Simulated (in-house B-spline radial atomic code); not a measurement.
Radial electron density of Sm IV (Sm3+), [Xe] 4f5. Method: Dirac-Kohn-Sham B97-1, spherical fractional occupations, Fermi nucleus of rms radius 5.0819 fm. Calculated with a radial B-spline atomic code at the basis-set limit.

Caution: exact exchange at fractional occupations of open shells leaves self-interaction of up to several eV.

Columns: r (bohr), 4πr²n(r) (electrons per bohr), bar.

```
0.000741    2.215 #
0.000912    3.142 #
 0.00112    4.419 ##
 0.00138    6.212 ###
  0.0017    8.661 ####
 0.00209    11.93 #####
 0.00258    16.34 #######
 0.00317    21.93 #########
  0.0039    28.99 ############
 0.00481    37.65 ###############
 0.00591    47.46 ###################
 0.00728    58.15 ########################
 0.00896    68.57 ############################
   0.011    77.26 ###############################
  0.0136    82.93 ##################################
  0.0167    84.08 ##################################
  0.0206    81.07 #################################
  0.0253    76.35 ###############################
  0.0312    74.05 ##############################
  0.0384    78.49 ################################
  0.0472    90.09 #####################################
  0.0581    103.3 ##########################################
  0.0716    108.6 ############################################
  0.0881    100.6 #########################################
   0.108    86.72 ###################################
   0.134    81.39 #################################
   0.164    89.57 ####################################
   0.202    95.21 #######################################
   0.249       80 ################################
   0.307    52.24 #####################
   0.377    38.06 ###############
   0.464    41.96 #################
   0.572    44.43 ##################
   0.704    34.31 ##############
   0.866    20.87 ########
    1.07    13.28 #####
    1.31    10.29 ####
    1.62    7.171 ###
    1.99    3.747 ##
    2.45    1.336 #
    3.01   0.3169 
    3.71  0.04477 
    4.57 0.003562 
    5.62 0.0001568
```

On this grid the curve has 4 maxima, near 0.0167, 0.0716, 0.202, 0.572 bohr.

The 4f5/2 radial function P(r) = rR(r), positive near the nucleus, with its small component Q(r) (sign convention: Q ≈ (P' + κP/r)/2c):

| r (bohr) | P | Q |
| --- | --- | --- |
| 0.0312 | 0.001606 | 0.001164 |
| 0.0472 | 0.006542 | 0.003099 |
| 0.0716 | 0.02456 | 0.007431 |
| 0.108 | 0.07981 | 0.01518 |
| 0.164 | 0.2227 | 0.02569 |
| 0.249 | 0.4978 | 0.03362 |
| 0.377 | 0.8453 | 0.03199 |
| 0.572 | 1.048 | 0.02079 |
| 0.866 | 0.9329 | 0.009191 |
| 1.31 | 0.6131 | 0.002782 |
| 1.99 | 0.29 | 0.0003965 |
| 3.01 | 0.08986 | -5.57e-05 |
| 4.57 | 0.01362 | -2.944e-05 |
